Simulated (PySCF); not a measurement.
# Radial density of Br³⁺ (bromine, charge +3)

PBEsol, [Ar] 3d10 4s2 4p2, high-spin 3P determinant. Computed with PySCF 2.14 in aug-cc-pVDZ-PP with ECP10MDF (5s4p3d, 32 functions), with a scalar-relativistic core potential. This is the valence pseudo-density: the core potential removes the inner electrons and smooths the orbitals near the nucleus.

| r (bohr) | 4πr²ρ (e/bohr) | 4πr²(ρα − ρβ) |
| --- | --- | --- |
| 0.000635 | 2.402e-05 | 0.0000 |
| 0.00107 | 6.784e-05 | 0.0000 |
| 0.00180 | 0.0001911 | 0.0000 |
| 0.00302 | 0.0005341 | 0.0000 |
| 0.00508 | 0.001460 | 0.0000 |
| 0.00855 | 0.003767 | 0.0000 |
| 0.0144 | 0.008485 | 0.0000 |
| 0.0242 | 0.01562 | 0.0000 |
| 0.0407 | 0.03154 | 0.0000 |
| 0.0684 | 0.1527 | 0.0003 |
| 0.115 | 1.248 | 0.0025 |
| 0.194 | 7.333 | 0.0333 |
| 0.326 | 25.78 | 0.2376 |
| 0.548 | 31.34 | 0.1428 |
| 0.921 | 8.883 | 0.3264 |
| 1.55 | 3.412 | 1.4392 |
| 2.61 | 0.6379 | 0.4270 |
| 4.38 | 0.009374 | 0.0077 |
| 7.37 | 2.118e-05 | 0.0000 |

Energies and moments cover only the electrons outside the core potential.
